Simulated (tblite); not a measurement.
A geometry optimisation, step by step.

C4H13AsSi.
Atom-mapped SMILES: `[CH3:1][CH:2]([CH3:3])[Si@H:4]([CH3:5])[AsH2:6]` (hydrogens: H7, H8, H9 on C1; H10 on C2; H11, H12, H13 on C3; H14 on Si4; H15, H16, H17 on C5; H18, H19 on As6)

Computed with GFN2-xTB (tblite), gas phase: L-BFGS steps from a force-field or distance-geometry start until the largest atomic force falls under 0.01 eV/Å. 5 of its 71 geometries are shown.

Step 0: E = -524.4309 eV, largest atomic force 0.954 eV/Å
```
atom  x, y, z in Å  |  force x, y, z in eV/Å
C1     -1.485    1.698   -0.088   -0.493   0.506  -0.080
C2     -0.943    0.335   -0.489   -0.230  -0.274   0.217
C3     -1.550   -0.778    0.381   -0.777  -0.029  -0.275
Si4     0.940    0.329   -0.342    0.323   0.391   0.614
C5      1.632   -1.292   -0.966    0.293  -0.568  -0.566
As6     1.588    0.619    1.872    0.450  -0.491   0.299
H7     -1.056    2.495   -0.737   -0.284  -0.523   0.525
H8     -1.254    1.937    0.979   -0.119  -0.209  -0.770
H9     -2.591    1.714   -0.220    0.687   0.106   0.193
H10    -1.197    0.137   -1.540   -0.172   0.068   0.201
H11    -1.182   -1.770    0.060   -0.195   0.525   0.250
H12    -1.328   -0.625    1.454   -0.015  -0.051  -0.531
H13    -2.668   -0.776    0.263    0.936  -0.068   0.172
H14     1.488    1.420   -1.148    0.062   0.227  -0.242
H15     2.738   -1.238   -0.954   -0.706  -0.271  -0.068
H16     1.283   -1.454   -2.001    0.385  -0.234   0.530
H17     1.291   -2.123   -0.327    0.328   0.275  -0.431
H18     3.071    0.229    1.546   -0.793   0.047   0.176
H19     1.214   -0.848    2.250    0.321   0.573  -0.213
```

Step 18: E = -524.6464 eV, largest atomic force 0.067 eV/Å
```
atom  x, y, z in Å  |  force x, y, z in eV/Å
C1     -1.506    1.698   -0.086    0.028  -0.020   0.009
C2     -0.946    0.338   -0.488    0.020   0.000  -0.010
C3     -1.574   -0.755    0.369    0.025   0.010   0.000
Si4     0.971    0.324   -0.323   -0.064  -0.001  -0.020
C5      1.656   -1.322   -1.011   -0.003   0.017   0.015
As6     1.573    0.636    1.918    0.019  -0.031   0.033
H7     -1.092    2.490   -0.706    0.002  -0.009  -0.022
H8     -1.258    1.915    0.954    0.017  -0.007   0.030
H9     -2.591    1.716   -0.184    0.008   0.006  -0.001
H10    -1.218    0.155   -1.531    0.007  -0.004   0.010
H11    -1.211   -1.738    0.074   -0.017  -0.012  -0.013
H12    -1.323   -0.597    1.420   -0.005   0.005   0.020
H13    -2.659   -0.751    0.278   -0.002   0.001  -0.001
H14     1.477    1.437   -1.162    0.020  -0.029  -0.008
H15     2.741   -1.309   -1.003    0.028   0.031  -0.018
H16     1.333   -1.522   -2.028   -0.007   0.001  -0.007
H17     1.343   -2.155   -0.388   -0.025  -0.025  -0.013
H18     2.995    0.248    1.633   -0.049   0.037   0.008
H19     1.281   -0.800    2.256    0.000   0.030  -0.010
```

Step 35: E = -524.6519 eV, largest atomic force 0.027 eV/Å
```
atom  x, y, z in Å  |  force x, y, z in eV/Å
C1     -1.483    1.693   -0.076    0.003  -0.002  -0.008
C2     -0.946    0.328   -0.490    0.012  -0.003   0.011
C3     -1.583   -0.756    0.372   -0.002  -0.007  -0.001
Si4     0.968    0.302   -0.325   -0.001  -0.009  -0.002
C5      1.662   -1.331   -1.031    0.001  -0.008  -0.006
As6     1.508    0.651    1.928    0.009  -0.012   0.003
H7     -1.075    2.480   -0.706    0.014   0.000  -0.012
H8     -1.210    1.907    0.960    0.005  -0.008  -0.006
H9     -2.570    1.724   -0.151   -0.007   0.002   0.001
H10    -1.226    0.148   -1.533   -0.008   0.010   0.024
H11    -1.244   -1.746    0.074    0.013  -0.007  -0.013
H12    -1.323   -0.602    1.423    0.009   0.005  -0.002
H13    -2.669   -0.733    0.291   -0.013   0.010  -0.006
H14     1.504    1.393   -1.174   -0.019   0.007   0.012
H15     2.747   -1.303   -1.034    0.008   0.011   0.002
H16     1.334   -1.509   -2.050   -0.002  -0.008  -0.012
H17     1.362   -2.187   -0.431   -0.019   0.003   0.014
H18     2.952    0.345    1.679   -0.009   0.014   0.005
H19     1.284   -0.795    2.267    0.006   0.004  -0.006
```

Step 52: E = -524.6530 eV, largest atomic force 0.020 eV/Å
```
atom  x, y, z in Å  |  force x, y, z in eV/Å
C1     -1.473    1.693   -0.078   -0.003  -0.001   0.002
C2     -0.948    0.324   -0.489    0.006  -0.001  -0.008
C3     -1.587   -0.760    0.370   -0.001   0.002   0.003
Si4     0.965    0.297   -0.325    0.005   0.003   0.011
C5      1.659   -1.335   -1.034    0.001   0.005   0.002
As6     1.489    0.646    1.933    0.013  -0.015  -0.005
H7     -1.059    2.473   -0.713   -0.003   0.000  -0.004
H8     -1.191    1.908    0.956   -0.003   0.000   0.009
H9     -2.559    1.735   -0.146   -0.010   0.000  -0.003
H10    -1.230    0.147   -1.531   -0.008   0.001  -0.009
H11    -1.253   -1.750    0.066    0.003   0.001  -0.006
H12    -1.319   -0.612    1.420    0.003   0.002   0.010
H13    -2.673   -0.731    0.295   -0.009   0.005  -0.003
H14     1.487    1.403   -1.165    0.002  -0.013   0.005
H15     2.744   -1.305   -1.033    0.004  -0.009  -0.002
H16     1.333   -1.514   -2.054    0.002   0.003  -0.002
H17     1.355   -2.188   -0.433    0.000   0.004   0.005
H18     2.943    0.387    1.692   -0.007   0.011   0.000
H19     1.308   -0.808    2.262    0.005   0.001  -0.006
```

Step 70: E = -524.6550 eV, largest atomic force 0.009 eV/Å
```
atom  x, y, z in Å  |  force x, y, z in eV/Å
C1     -1.475    1.698   -0.085   -0.002   0.006   0.000
C2     -0.953    0.327   -0.495    0.003   0.005  -0.001
C3     -1.603   -0.753    0.361    0.002   0.001  -0.003
Si4     0.958    0.285   -0.312    0.002   0.002   0.004
C5      1.650   -1.348   -1.019   -0.001  -0.001  -0.004
As6     1.449    0.582    1.961    0.001  -0.003   0.000
H7     -1.061    2.476   -0.722    0.001   0.005   0.000
H8     -1.195    1.915    0.949    0.001  -0.003   0.002
H9     -2.562    1.741   -0.154   -0.004   0.003  -0.004
H10    -1.232    0.154   -1.538    0.003  -0.003   0.000
H11    -1.300   -1.745    0.035    0.004  -0.003   0.008
H12    -1.311   -0.626    1.408   -0.008  -0.003   0.000
H13    -2.690   -0.694    0.306    0.002  -0.005   0.001
H14     1.503    1.390   -1.137   -0.002  -0.006   0.005
H15     2.736   -1.330   -1.000   -0.001   0.000   0.000
H16     1.340   -1.519   -2.045    0.002  -0.002  -0.005
H17     1.328   -2.200   -0.426   -0.004   0.000  -0.002
H18     2.922    0.555    1.701    0.000   0.002  -0.001
H19     1.485   -0.899    2.205    0.002   0.005   0.000
```

Problem. Summarise the path.

Solution. The energy falls by 0.2241 eV from step 0 to step 70; nine tenths of that is first reached at step 6. It falls at every step. The largest force goes from 0.954 to 0.009 eV/Å. Among the bonds As6–H18 changes most, from 1.568 to 1.496 Å; the atoms move by 0.136 Å rms after alignment.

The cost below is that of the whole relaxation. Hardware: an Arm Neoverse N1 with one thread, no GPU, shared host with 64 logical CPUs at a one-minute load of 61. Cost: 0.89 s of wall time.
